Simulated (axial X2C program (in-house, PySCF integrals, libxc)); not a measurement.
Nuclear properties of CoNC⁺

Calculated with an axial X2C code built on PySCF integrals: two-component X2C with atomic mean-field Coulomb and Gaunt terms, Gaussian nuclei, basis Co dyall-v3z, N dyall-av3z, C dyall-v3z with contracted cores.

Co–N–C held linear, with bonds 1.764 and 1.191 Å (near the PBE0 minimum at charge 1 of the determinant lowest at the starting distance; the state shown can have its own minimum elsewhere, held linear; other orders of the atoms were not compared).

Determinant lowest in the PBE0 search, Ω = 9/2 (⟨Sz⟩ = 1.50, ⟨Lz⟩ = 3.00 at PBE0), spin on the atoms Co 1.41, N 0.05, C 0.04:

| level | Eeff magnitude (GV/cm) | Ws magnitude Co (kHz) | A∥/gI Co (MHz) | qzz Co (a.u.) | A∥/gI N (MHz) | qzz N (a.u.) | A∥/gI C (MHz) | qzz C (a.u.) |
| --- | --- | --- | --- | --- | --- | --- | --- | --- |
| PBE0 | 0.618 | 0.0424 | 468 | -0.01 | 10.3 | -0.11 | 4.1 | -0.98 |
| BHandHLYP | 0.595 | 0.0401 | 451 | 0.10 | 7.42 | -0.14 | 3.58 | -1.11 |

Eeff is the effective electric field on the electron electric dipole moment in this Ω state and Ws the scalar–pseudoscalar constant of the nucleus named (defined with the proton number Z and per Ω); A∥ (defined per Ω) follows by multiplying with gI = μI/(I μN); qzz is the electric field gradient, eQq0 = 234.96 MHz × Q/barn × qzz. The operators were transformed with the bare-nucleus X2C matrices; with these basis sets, hyperfine constants and field gradients can be off by tens of per cent, and where levels differ in sign neither size nor sign is settled.

With gI(59Co) = 1.3220, gI(14N) = 0.4038, Q(14N) = 0.02044 barn, gI(13C) = 1.4048 (g factors from the IAEA table of nuclear moments by Stone; Q from Pyykkö, Mol. Phys. 2018), turn the PBE0 values of the first state into constants in MHz.

A∥(59Co) = 468 × 1.3220 = 619 MHz; A∥(14N) = 10.3 × 0.4038 = 4.16 MHz; eQq0(14N) = 234.96 × (0.02044) × (-0.11) = -0.528 MHz; A∥(13C) = 4.1 × 1.4048 = 5.76 MHz.

The molecule was held linear; bending was not examined, so a bent shape may lie lower.

Each state is one determinant with collinear spin, which with several unpaired electrons need not be a pure state. With several open shells hyperfine constants can be off by a factor of several. Left out as unconverged or as another state under the same occupation: HF in at least one table. The search compared states at one distance, so a state with another bond length can lie lower. Further determinants of the search, some of them spin-mixed, are not shown. Where a field gradient or hyperfine factor spreads by more than a factor of two over the levels, a constant derived from it is not to be relied on.
